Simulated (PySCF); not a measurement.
CH6ClGeN, SMILES [Ge@H]([NH2])([CH3])[Cl]. Coordinates come from a PBE-D3(BJ)/def2-SVP optimisation. The structure was generated by enumeration; whether it is a known compound was not checked. One conformer was computed; it need not be the lowest.

Question: Give the equilibrium geometry at PBE-D3(BJ)/def2-SVP (PySCF confirms it by a frequency run) as bond lengths and angles. (An estimate is asked for; the answer gives what the named calculation found.)

Answer: One answer among several that fit: 
Atoms: C1 Ge2 N3 Cl4 H5 H6 H7 H8 H9 H10. Bonded distances (Å): C1–Ge2 1.950, C1–H5 1.107, C1–H6 1.107, C1–H7 1.106, Ge2–N3 1.841, Ge2–Cl4 2.213, Ge2–H8 1.548, N3–H9 1.027, N3–H10 1.027. Bond angles (°): Ge2–C1–H5 109.8, Ge2–C1–H6 109.7, Ge2–C1–H7 110.0, H5–C1–H6 109.2, H5–C1–H7 109.5, H6–C1–H7 108.6, C1–Ge2–N3 108.9, C1–Ge2–Cl4 106.6, C1–Ge2–H8 115.5, N3–Ge2–Cl4 112.6, N3–Ge2–H8 107.3, Cl4–Ge2–H8 106.1, Ge2–N3–H9 113.2, Ge2–N3–H10 113.5, H9–N3–H10 107.6.
